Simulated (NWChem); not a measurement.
# Atomisation of H3BN

SMILES: [NH]B
```xyz
5

B      0.6865    -0.1024     0.0000
N     -0.6301     0.0975     0.0000
H      1.4617     0.8401     0.0000
H      1.1440    -1.2344     0.0000
H     -1.6270     0.2236     0.0000
```
Charge 0, spin multiplicity 2.

The numbers come from NWChem runs, not from measurements. All single points use one geometry, from UB3LYP/def2-SVP, a minimum by its harmonic frequencies. It is one conformer; others weren't searched.

Basis set: def2-TZVP. The atomisation energy is electronic alone: no zero-point, thermal, spin-orbit or counterpoise terms. No value is extrapolated to the basis-set limit. Free atoms are single determinants with multiplicities B 2, N 4, H 2. Correlated methods freeze the same cores in atoms and molecule, 2 orbitals in all.

B3LYP has NWChem's definition, with VWN1-RPA local correlation. The structure started from a generated list of species. The unpaired electrons of the parent sit in orbitals of symmetry a' (Cs labels of the run); other states weren't searched. The stability of the SCF solutions was not checked. Open-shell Hartree-Fock references start from PBE0 orbitals. No row is a measurement; the coupled-cluster row has its own basis-set and correlation limits.

| method | atomisation energy (kcal/mol) |
|---|---|
| LDA (SVWN5) | 438.4 |
| B3LYP | 387.6 |
| PBE | 393.1 |
| PBE0 | 382.8 |
| BLYP | 389.5 |
| HF | 275.5 |
| M06-2X | 380.4 |
| MP2 | [?] |
| CAM-B3LYP | 388.1 |
| CCSD(T) | [?] |

Fill in the missing entries.


- MP2, atomisation energy (kcal/mol): 360.5
- CCSD(T), atomisation energy (kcal/mol): 362.3
